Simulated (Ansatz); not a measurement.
Relaxation of CH5Al2BrOS (11 atoms, charge 0, multiplicity 1), to a largest force component of 0.015 eV/Å in at most 40 steps.

Level of theory: RKS BLYP/def2-SVP (Ansatz 0.2.0).

```xyz
11
Properties=species:S:1:pos:R:3
O 1.055 -2.370 -0.491
Al 0.014 -1.436 0.758
C -1.467 -2.346 1.719
Br -2.383 -1.163 2.852
Al -0.749 -3.902 2.722
S 0.802 -3.548 4.328
H 0.555 -2.155 -1.349
H 0.311 0.060 1.053
H -2.267 -2.703 0.950
H -1.280 -5.362 2.401
H 1.838 -3.641 3.382
```

**Question.** Where does it end, and by what steps?

**Answer.** It converged. The force dipped under the threshold on the way, but the program's further checks kept it going. After 24 steps the energy has fallen by 1.090 eV; H11 moved furthest, 1.60 Å. Joined: Br4–Al5 (3.19 → 2.82 Å).

```json
{"step": "0", "energy less start (eV)": "0.0000", "largest force component (eV/Å)": "2.466", "accepted": "yes"}
{"step": "1", "energy less start (eV)": "-0.3711", "largest force component (eV/Å)": "1.498", "accepted": "yes"}
{"step": "2", "energy less start (eV)": "-0.5520", "largest force component (eV/Å)": "1.293", "accepted": "yes"}
{"step": "3", "energy less start (eV)": "-0.6453", "largest force component (eV/Å)": "1.584", "accepted": "yes"}
{"step": "4", "energy less start (eV)": "-0.7182", "largest force component (eV/Å)": "1.768", "accepted": "yes"}
{"step": "5", "energy less start (eV)": "-0.8783", "largest force component (eV/Å)": "0.506", "accepted": "yes"}
{"step": "6", "energy less start (eV)": "-0.9621", "largest force component (eV/Å)": "0.198", "accepted": "yes"}
{"step": "7", "energy less start (eV)": "-0.9988", "largest force component (eV/Å)": "0.196", "accepted": "yes"}
{"step": "8", "energy less start (eV)": "-1.0197", "largest force component (eV/Å)": "0.218", "accepted": "yes"}
{"step": "9", "energy less start (eV)": "-1.0056", "largest force component (eV/Å)": "0.380", "accepted": "no"}
{"step": "10", "energy less start (eV)": "-1.0373", "largest force component (eV/Å)": "0.225", "accepted": "yes"}
{"step": "11", "energy less start (eV)": "-1.0461", "largest force component (eV/Å)": "0.146", "accepted": "yes"}
{"step": "12", "energy less start (eV)": "-1.0552", "largest force component (eV/Å)": "0.383", "accepted": "yes"}
{"step": "13", "energy less start (eV)": "-1.0620", "largest force component (eV/Å)": "0.452", "accepted": "yes"}
{"step": "14", "energy less start (eV)": "-1.0722", "largest force component (eV/Å)": "0.374", "accepted": "yes"}
{"step": "15", "energy less start (eV)": "-1.0764", "largest force component (eV/Å)": "0.128", "accepted": "yes"}
{"step": "16", "energy less start (eV)": "-1.0840", "largest force component (eV/Å)": "0.207", "accepted": "yes"}
{"step": "17", "energy less start (eV)": "-1.0874", "largest force component (eV/Å)": "0.066", "accepted": "yes"}
{"step": "18", "energy less start (eV)": "-1.0886", "largest force component (eV/Å)": "0.050", "accepted": "yes"}
{"step": "19", "energy less start (eV)": "-1.0894", "largest force component (eV/Å)": "0.046", "accepted": "yes"}
{"step": "20", "energy less start (eV)": "-1.0896", "largest force component (eV/Å)": "0.046", "accepted": "yes"}
{"step": "21", "energy less start (eV)": "-1.0900", "largest force component (eV/Å)": "0.033", "accepted": "yes"}
{"step": "22", "energy less start (eV)": "-1.0902", "largest force component (eV/Å)": "0.020", "accepted": "yes"}
{"step": "23", "energy less start (eV)": "-1.0903", "largest force component (eV/Å)": "0.012", "accepted": "yes"}
{"step": "24", "energy less start (eV)": "-1.0903", "largest force component (eV/Å)": "0.011", "accepted": "yes"}
```

```xyz
11
Properties=species:S:1:pos:R:3
O 0.261 -1.738 -1.146
Al -0.056 -1.342 0.502
C -1.241 -2.624 1.407
Br -2.385 -1.589 2.818
Al -0.677 -3.839 2.860
S 1.363 -3.509 3.672
H 0.870 -1.243 -1.719
H 0.600 -0.076 1.200
H -2.001 -3.072 0.735
H -1.567 -5.043 3.382
H 1.262 -4.490 4.614
```

Whether the end is a true minimum wasn't checked by a vibrational analysis.

Time of the run: 110 s on 2 threads of Arm Neoverse V2, on a shared host, peak memory 0.21 GiB.
